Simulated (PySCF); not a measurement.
Electron correlation in Cr²⁺ (chromium, charge +2)

[Ar] 3d3 4s1, high-spin 5F determinant (an excited configuration). Calculation: PySCF 2.14, in aug-cc-pVTZ-DK (8s7p5d3f2g, 93 functions); scalar relativity by spin-free X2C-1e. Frozen: [Ar]; 4 electrons correlated.

```tsv
level	correlation energy (mhartree)
CCSD	-30.99
(T)	-0.20
CCSD(T)	-31.19
```

Diagnostics: T1 = 0.0042, D1 = 0.0088, largest double amplitude 0.013.

Question: Is a single reference adequate?

Answer: Yes: T1 lies below 0.03 and no double amplitude reaches 0.07.
